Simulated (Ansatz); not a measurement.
Input file for Ansatz (a program for electronic structure): R-r2SCAN/def2-TZVPP on BH3S (SMILES BS), a point of a torsion scan.

Ansatz 0.2 input:
```yaml
crystal:
  periodic: [false, false, false]
  atoms:
    - {symbol: B, position_ang: [-0.56690998, -0.02257174, 0.03162506]}
    - {symbol: S, position_ang: [1.03869736, -0.64297424, 0.40244182]}
    - {symbol: H, position_ang: [-1.40373372, -0.79822585, -0.20979038]}
    - {symbol: H, position_ang: [-0.81049274, 1.10106435, 0.23511428]}
    - {symbol: H, position_ang: [1.45882815, 0.32913038, 1.20655296]}
basis:
  gaussian:
    orbitals: def2-TZVPP
hamiltonian:
  xc: {name: r2SCAN}
scf: {lower_state_search: off}
```

It printed:

```
WARN ansatz: RAYON_NUM_THREADS=1 ignored (pool sized by the plan → 1); use --threads N
Functional definition: r2SCAN
these checks for a lower state are left out or cut short: stability, starts, cluster_reference, orbital_swaps, neighbouring_geometries, increment
integrals: 0.03 GiB planned
630 factors; their error is unknown
mean field: 0.28 GiB planned
mean field evaluation 1: about -11557.1871 eV, gradient 2.9e1 eV
mean field evaluation 2: about -11555.2630 eV, gradient 3.8e1 eV
mean field evaluation 4: about -11559.9281 eV, gradient 1.4e0 eV
mean field evaluation 8: about -11559.9222 eV, gradient 3.7e-2 eV
mean field evaluation 16: about -11559.9223 eV, gradient 5.2e-6 eV
mean field -11559.92225112 eV, -424.8193071319 hartree, gradient 5.2e-6 eV, S^2 0.000000; 0 other end points of the search recorded, 0 dependent functions left out
reference -11559.92226144 eV, -424.8193075111 hartree; 12, 12 occupied and 103, 103 virtual orbitals, 630 factors
Total energy: -11559.92226144 eV, -424.8193075111 hartree
Checks for a lower state left out: stability, starts, cluster_reference, orbital_swaps, neighbouring_geometries, increment
```

The run converged.

Cost: roughly 1.0 core-seconds.
